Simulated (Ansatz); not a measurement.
Species: C₄H₅Cl, SMILES `C=CC(=C)Cl` (C–C–C–Cl torsion 0°) (charge 0, multiplicity 1).

Give a relaxed geometry from PBE-D3(BJ)/def2-TZVP (Ansatz, a program for electronic structure).

One answer among several that fit: the end point of this relaxation, one of several conformers (outside a Z-matrix the atoms follow the SMILES, hydrogens last).
Cartesian coordinates (Å) in one orientation:
```xyz
10

C      1.723     0.414     0.553
C      0.629     0.325    -0.217
C     -0.638    -0.297     0.140
C     -1.700    -0.354    -0.679
Cl    -0.753    -1.004     1.739
H      1.743     0.003     1.562
H      2.624     0.904     0.186
H      0.638     0.748    -1.226
H     -1.632     0.086    -1.674
H     -2.635    -0.826    -0.384
```
